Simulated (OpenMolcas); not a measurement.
Ag3+: moving or changing the point charges

Ag3+ among 6 point charges of -1.7 e arranged as a trigonal antiprism (D3d), 1.84 Å from the ion, with a polar angle of 53.1° against the regular 54.74°.
```
   0.0000    1.4713    1.1049  -1.70
  -1.2742   -0.7356    1.1049  -1.70
   1.2742   -0.7356    1.1049  -1.70
   0.0000   -1.4713   -1.1049  -1.70
   1.2742    0.7356   -1.1049  -1.70
  -1.2742    0.7356   -1.1049  -1.70
```

```json
{
 "Program": "OpenMolcas 26.06",
 "Method": "CASSCF",
 "Basis": "ANO-RCC-VDZP [6s5p3d1f]",
 "Scalar Hamiltonian": "DKH2, point nucleus",
 "Active space": "8 electrons in 5 orbitals (4d)",
 "State averaging": "2S+1 = 3 even, 10 roots; 2S+1 = 1 even, 15 roots",
 "Spin-orbit coupling": "RASSI with atomic mean-field integrals over the reference wave functions"
}
```

Runs around this geometry, states (labels of D3, the rotations of D3d). Energies in cm-1 above the lowest state or level, χT in cm3 K/mol.

```csv
R (Å),q (e),Polar angle / regular,Ground state,First state of that spin,First gap with spin-orbit (degeneracies),χT at 300 K,First state of another spin
1.84,-1.7,0.89,3A2,3E 7948,"238.8 (1, 2)",1.856,1E 15785
1.84,-1.36,0.97,3A2,3E 6761,"80.9 (1, 2)",2.059,1E 15835
1.84,-1.7,0.97,3A2,3E 8435,"72.6 (1, 2)",1.898,1E 16054
2.01,-1.7,0.97,3A2,3E 5686,"97.4 (1, 2)",2.184,1E 15690
```

Taking the first state of the same spin as R^-n, n = -ln(5686 / 8435) / ln(2.01 / 1.84) = 4.5 between the shortest and longest distance.

Scaling the charges by -1.36 / -1.7 = 0.80 scales the first state of the same spin by 6761 / 8435 = 0.80; with fixed orbitals a first-order splitting would follow the charge.

Without dynamic correlation the repulsion within the d shell is too large (B by tens of per cent), so at a given field states of lower spin stand too high. Real 4d8 and 5d8 ions are as a rule square planar and diamagnetic. This is an electrostatic model: the charges have no orbitals. No measured value stands beside these numbers.
